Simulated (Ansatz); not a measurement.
The same redistribution along the group B, Al, Ga, In.

Calculated with Ansatz (gas phase, PBE0-D4/def2-TZVP geometries, no zero-point term in ΔE). CCSD(T)/CBS adds triple-zeta CCSD(T) − MP2 to the extrapolated MP2 energy (def2 sets, frozen cores). DFT in def2-TZVPP. def2 core potentials past Kr. For Br, Ga, In, K outer-core shells are correlated without core-valence functions, which leaves a few kJ/mol of doubt a bond. Scalar relativity is left out up to krypton. Each species was taken in one conformer, which may not be the lowest.

| reaction | PBE0-D4 (kcal/mol) | ωB97X-V (kcal/mol) | revPBE-D4 (kcal/mol) | CCSD(T)/CBS(def2) (kcal/mol) |
| --- | --- | --- | --- | --- |
| `ClB(Br)Br` + `[OH][K]` → `OB(Br)Br` + `[Cl][K]` | -50.6 | -51.2 | -46.1 | -48.7 |
| `[Cl][Al]([Br])[Br]` + `[OH][K]` → `[OH][Al]([Br])[Br]` + `[Cl][K]` | -31.8 | -32.5 | -29.0 | -30.5 |
| `[Cl][Ga]([Br])[Br]` + `[OH][K]` → `[OH][Ga]([Br])[Br]` + `[Cl][K]` | -23.7 | -24.5 | -21.8 | -23.0 |
| `[Cl][In]([Br])[Br]` + `[OH][K]` → `[OH][In]([Br])[Br]` + `[Cl][K]` | -16.7 | -17.4 | -15.8 | -16.2 |

Largest T1 diagnostic: 0.012, for `[OH][In]([Br])[Br]`.
